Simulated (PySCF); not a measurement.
# C8H11: g tensor and hyperfine couplings

C₈H₁₁ (doublet state).
Z-matrix (Å and degrees, GFN2-xTB geometry), rows numbered from 1:
```
C 
C   1  1.4975
C   2  1.4943  1  115.59
C   2  1.3650  1  121.20  3   178.89
C   4  1.4097  2  129.09  1  -179.86
C   5  1.4062  4  109.79  2   179.51
C   6  1.3587  5  110.35  4    -0.06
C   7  1.4915  6  109.54  5     0.34
H   1  1.0885  2  111.54  3   141.93
H   1  1.0926  2  110.51  3   -98.56
H   1  1.0878  2  110.58  3    20.77
H   3  1.0922  2  110.27  1   -68.46
H   3  1.0847  2  111.93  1   170.71
H   3  1.0907  2  110.02  1    49.74
H   5  1.0741  4  125.90  2    -0.77
H   6  1.0768  5  124.09  4  -180.00
H   7  1.0745  6  127.24  5  -179.99
H   8  1.0939  4  111.67  2    60.82
H   8  1.0933  4  111.62  2   -58.95
```

The hyperfine couplings belong to this conformer and change with its torsions.

The species is `C[C](C)C1=CC=CC1` [radical].

Method: UKS B3LYP, pcH-1 on C H, non-relativistic, mean-field spin-orbit, GIAO in PySCF. The structure is a single GFN2-xTB conformer in the gas phase; no vibrational or solvent corrections. The geometry wasn't refined by DFT: couplings that depend on bond lengths, twists or pyramidal angles can differ widely from those at the functional's own minimum. Stability of the SCF solution: not tested. ⟨S²⟩ is 0.787 where a pure state has 0.75.

```json
{
  "g1, g2, g3": "2.00217, 2.00277, 2.00291",
  "g_iso": "2.00262",
  "Form of g": "rhombic: the two nearest values differ by 19 % of g3 − g1",
  "⟨S²⟩": "0.7875 (exact 0.7500)",
  "HOMO–LUMO gap, α and β orbitals": "4.56, 4.57 eV",
  "Total energy": "-311.44511 Eh"
}
```

Hyperfine couplings atom by atom, in mT; T1 to T3 are the principal values of the dipolar part (MHz turned into mT with g_iso):

```json
{"atom": "C1", "isotope": "13C", "a_iso": "-0.59", "T1": "-0.03", "T2": "0.00", "T3": "0.03", "Mulliken spin population": "-0.04"}
{"atom": "C2", "isotope": "13C", "a_iso": "1.56", "T1": "-1.41", "T2": "-1.37", "T3": "2.78", "Mulliken spin population": "0.47"}
{"atom": "C3", "isotope": "13C", "a_iso": "-0.57", "T1": "-0.03", "T2": "0.00", "T3": "0.03", "Mulliken spin population": "-0.04"}
{"atom": "C4", "isotope": "13C", "a_iso": "-1.37", "T1": "-0.90", "T2": "0.36", "T3": "0.53", "Mulliken spin population": "-0.22"}
{"atom": "C5", "isotope": "13C", "a_iso": "1.63", "T1": "-1.44", "T2": "-1.41", "T3": "2.84", "Mulliken spin population": "0.52"}
{"atom": "C6", "isotope": "13C", "a_iso": "-1.29", "T1": "-0.84", "T2": "0.38", "T3": "0.46", "Mulliken spin population": "-0.21"}
{"atom": "C7", "isotope": "13C", "a_iso": "1.38", "T1": "-1.31", "T2": "-1.26", "T3": "2.57", "Mulliken spin population": "0.46"}
{"atom": "C8", "isotope": "13C", "a_iso": "-0.34", "T1": "-0.01", "T2": "-0.01", "T3": "0.02", "Mulliken spin population": "-0.02"}
{"atom": "H9", "isotope": "1H", "a_iso": "0.86", "T1": "-0.09", "T2": "-0.05", "T3": "0.14", "Mulliken spin population": "0.01"}
{"atom": "H10", "isotope": "1H", "a_iso": "2.05", "T1": "-0.08", "T2": "-0.07", "T3": "0.15", "Mulliken spin population": "0.03"}
{"atom": "H11", "isotope": "1H", "a_iso": "0.33", "T1": "-0.08", "T2": "-0.07", "T3": "0.15", "Mulliken spin population": "0.00"}
{"atom": "H12", "isotope": "1H", "a_iso": "1.71", "T1": "-0.09", "T2": "-0.07", "T3": "0.16", "Mulliken spin population": "0.02"}
{"atom": "H13", "isotope": "1H", "a_iso": "0.08", "T1": "-0.09", "T2": "-0.03", "T3": "0.13", "Mulliken spin population": "0.00"}
{"atom": "H14", "isotope": "1H", "a_iso": "1.31", "T1": "-0.09", "T2": "-0.07", "T3": "0.16", "Mulliken spin population": "0.02"}
{"atom": "H15", "isotope": "1H", "a_iso": "-1.18", "T1": "-0.66", "T2": "-0.02", "T3": "0.67", "Mulliken spin population": "-0.02"}
{"atom": "H16", "isotope": "1H", "a_iso": "0.33", "T1": "-0.13", "T2": "-0.04", "T3": "0.17", "Mulliken spin population": "0.01"}
{"atom": "H17", "isotope": "1H", "a_iso": "-1.07", "T1": "-0.64", "T2": "0.00", "T3": "0.64", "Mulliken spin population": "-0.02"}
{"atom": "H18", "isotope": "1H", "a_iso": "1.14", "T1": "-0.11", "T2": "-0.01", "T3": "0.12", "Mulliken spin population": "0.01"}
{"atom": "H19", "isotope": "1H", "a_iso": "1.19", "T1": "-0.11", "T2": "0.00", "T3": "0.11", "Mulliken spin population": "0.01"}
```

Largest spin populations (Mulliken): C5 (+0.52), C2 (+0.47), C7 (+0.46) and C4 (-0.22). Three atoms exceed +0.15. The angles at C5 add up to 360.0°, so it is planar.

C2, the radical centre as drawn in `C[C](C)C1=CC=CC1`, holds a spin population of +0.47 out of 1.

Axes: g2 points within 4° of the C4–C5 bond and g3 points within 1° of the C7–H17 bond.

Under fast tumbling the dipolar parts average out, and these isotropic splittings remain: 1 × 1H (H15, I = 1/2, 2 lines) with 1.18 mT, 2 × 1H (H18/H19, I = 1/2, 3 lines) with 1.17 mT, 3 × 1H (H9/H10/H11, I = 1/2, 4 lines) with 1.08 mT, 1 × 1H (H17, I = 1/2, 2 lines) with 1.07 mT, 3 × 1H (H12/H13/H14, I = 1/2, 4 lines) with 1.03 mT and 1 × 1H (H16, I = 1/2, 2 lines) with 0.33 mT.

Nuclei that the bonding pattern makes equivalent are averaged, as if the motion that swaps them (rotation, inversion, ring flip) were fast. C1 and C3, with what hangs on them, aren't averaged: C2 is flat or nearly so (angle sum 360°), and its turn about the short C2–C4 bond (1.37 Å) is taken as slow. The three 1H nuclei of mean +30.3 MHz run from 9.2 to 57.6 MHz in the frozen geometry. The three 1H nuclei of mean +29.0 MHz run from 2.3 to 47.8 MHz in the frozen geometry.

The 13C coupling of C5 (45.7 MHz) shows only in satellite lines or after enrichment, since that isotope makes up about 1.07 % of natural carbon.

β density exceeds α density at some nuclei, such as C4 (-0.0342), C6 (-0.0321) and C1 (-0.0147), spin density in bohr⁻³. In a single determinant that takes different orbitals for the two spins, that is spin polarisation.
